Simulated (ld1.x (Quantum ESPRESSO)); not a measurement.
**Configuration tests for Pd (Z = 46) (ultrasoft)**

```
Element                 : palladium
Generator               : ld1.x (Quantum ESPRESSO) 7.5
Type                    : ultrasoft
Functional              : PBE
Relativity              : non-relativistic
Frozen core             : [Ar] 3d10
Valence charge          : 18
Reference configuration : 4s2 4p6 4d9 5s0 5p0 (charge +1)
Partial waves           : 4s (bound): rcut 1.55, rcutus 1.75 bohr; 5s (bound, empty): rcut 1.55, rcutus 1.75 bohr; 4p (bound): rcut 1.40, rcutus 1.45 bohr; 5p (bound, empty): rcut 1.40, rcutus 1.45 bohr; 4d (bound): rcut 1.35, rcutus 1.60 bohr; 4d channel at -0.55 Ry: rcut 1.35, rcutus 1.60 bohr
Local potential         : all-electron potential smoothed inside 1.10 bohr (lloc = -2)
Core correction         : a·sin(br)/r model core, default radius (core density twice the valence density)
Augmentation charge     : built from norm-conserving waves at rcut, not smoothed further
```

Energies are relative to the spin-unpolarised reference configuration 4s2 4p6 4d9 5s0 5p0; without spin polarisation the order of configurations can differ from experiment.

Its overlap operator is not positive definite in a basis up to 400 Ry (lowest eigenvalue s -0.0012), so the file is unfit for use: the generalised eigenproblem breaks down once the basis is large enough, and its test numbers describe a broken file.

```tsv
valence configuration	charge	ΔE all-electron (eV)	error AE − PS (meV)
4s2 4p6 4d10 5s0 5p0	0	-9.253	+4.0
4s2 4p6 4d8 5s0 5p0	+2	21.110	+19
4s2 4p6 4d7 5s0 5p0	+3	55.907	+110
4s1 4p6 4d10 5s0 5p0	+1	75.559	-137
4s2 4p6 4d8 5s1 5p0	+1	5.538	-2533
4s2 4p6 4d9 5s1 5p0	0	-7.081	-1485
4s2 4p5 4d10 5s0 5p0	+1	46.019	-10
```

These tests converged, but a pseudo level misses the all-electron one widely, so the file describes the atom poorly there or has found another state: 4s2 4p6 4d8 5s0 5p0: empty 5s by 3.2 eV; 4s2 4p6 4d7 5s0 5p0: empty 5s by 4.6 eV; 4s1 4p6 4d10 5s0 5p0: empty 5s by 2.2 eV; 4s2 4p5 4d10 5s0 5p0: empty 5s by 2.2 eV.

A Bessel basis up to 400 Ry misses an occupied level by 1.06 Ry, so cutoffs and ghosts were not judged.
